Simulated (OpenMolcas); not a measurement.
# 3d3 ions of rising charge with 6 ammonia ligands in octahedral coordination

```json
{
 "Program": "OpenMolcas",
 "Method": "SS-CASPT2, IPEA 0.25 Eh, imaginary shift 0.1 Eh",
 "Spin-orbit coupling": "RASSI with atomic mean-field integrals over the reference wave functions"
}
```

The d shell is active; CASPT2 correlates the ligand valence shells and the outer metal core. Anionic complexes are neutralised by point charges behind the ligands. Distances were set from a Shannon-type radius of the metal (high-spin where two are listed, low-spin for CN, NH3 and NCH) plus a fixed donor radius (NH3 1.42 Å). Ligand basis ANO-RCC-VDZP, DKH2 Hamiltonian. Energies in cm-1 above the lowest state or level, χT in cm3 K/mol. Spin-only χT is S(S+1) / 2 for the spin of the ground state.

```json
{"Ion": "V2+", "Shell": "3d3", "R (Å)": "2.21", "Metal basis": "ANO-RCC-VTZP", "Ground state": "2S+1 = 4", "First state of that spin": "15730", "First gap with spin-orbit (degeneracies)": "12020 (4, 2)", "χT at 300 K": "1.862", "First state of another spin": "2S+1 = 2: 12030", "Spin-only χT": "1.875"}
{"Ion": "Cr3+", "Shell": "3d3", "R (Å)": "2.04", "Metal basis": "ANO-RCC-VTZP", "Ground state": "2S+1 = 4", "First state of that spin": "23810", "First gap with spin-orbit (degeneracies)": "0 (2, 2)", "χT at 300 K": "1.852", "First state of another spin": "2S+1 = 2: 13780", "Spin-only χT": "1.875"}
{"Ion": "Mn4+", "Shell": "3d3", "R (Å)": "1.95", "Metal basis": "ANO-RCC-VTZP", "Ground state": "2S+1 = 4", "First state of that spin": "40380", "First gap with spin-orbit (degeneracies)": "0 (2, 2)", "χT at 300 K": "1.857", "First state of another spin": "2S+1 = 2: 15230", "Spin-only χT": "1.875"}
```

χT departs most from the spin-only value for Cr3+, by -0.023 cm3 K/mol.

Roots that are degenerate in the reference are averaged as groups; the widest CASPT2 spread within a group is 250 cm-1 (the 2-fold group of multiplicity 2 near 57000 cm-1 above the lowest state of its run, Mn4+). Shifts and gaps below about the spread of the groups concerned are not significant. Over all roots computed the reference weight is 0.69 to 0.70 in V2+, 0.69 to 0.70 in Cr3+, 0.66 to 0.68 in Mn4+; a low but even weight reflects the number of correlated electrons. Ligand-to-metal charge-transfer states are missing. With no ligand orbital active B as a rule stays too high, so bands that hang on it stand too high and its fall with covalency is understated. With one d shell and no ligand orbital active, 10Dq can be off by tens of per cent for divalent 3d ions, low with halides held by bare charges and at times high in hosts (holds for V2+). With one d shell and no ligand orbital active, 10Dq can be off by a tenth or more (holds for Cr3+; Mn4+). The least metal-like active orbital is 71 % on the metal (Löwdin) and no ligand orbital is active, so the numbers are rough (holds for Mn4+). No measured value stands beside these numbers; the geometry is a model, was not optimised and need not be the one that this ion takes.

A state without a sure symmetry label is named by its multiplicity alone.
